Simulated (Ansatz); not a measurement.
A series at Si: from `[SiH3]S`, ligands are replaced one by one, each step taking up H₂O and setting free H₂; n counts the steps. Ansatz, PBE0-D4/def2-TZVP geometries. Each molecule was computed in one conformer, which needn't be the lowest.

```tsv
n	molecule	HOMO energy, ωB97M-V/def2-TZVPP (eV)
0	`[SiH3]S`	?
1	`O[SiH2]S`	-9.91
2	`O[SiH](O)S`	-9.89
3	`O[Si](O)(O)S`	-9.81
```

Question: By hand: fit a straight line y = ȳ + b (n − n̄) to the 3 given rows and predict n = 0.

Answer: n̄ = 2.000, ȳ = -9.870; Σ(n − n̄)(y − ȳ) = 0.100, Σ(n − n̄)² = 2.000, so b = 0.050 eV a step. Prediction: -9.870 + (0.050) × (-2.000) = -9.97 eV.

Question: By hand: compare with the computed value, -9.71 eV, and give the steps along the whole series.

Answer: The line misses by 0.26 eV (computed minus predicted). Steps: -0.20, 0.02, 0.08 eV.

The steps change sign along the series, so a line is a poor guide. The highest orbital can change its character along such a series. The miss is 130.0 % of the series' range.
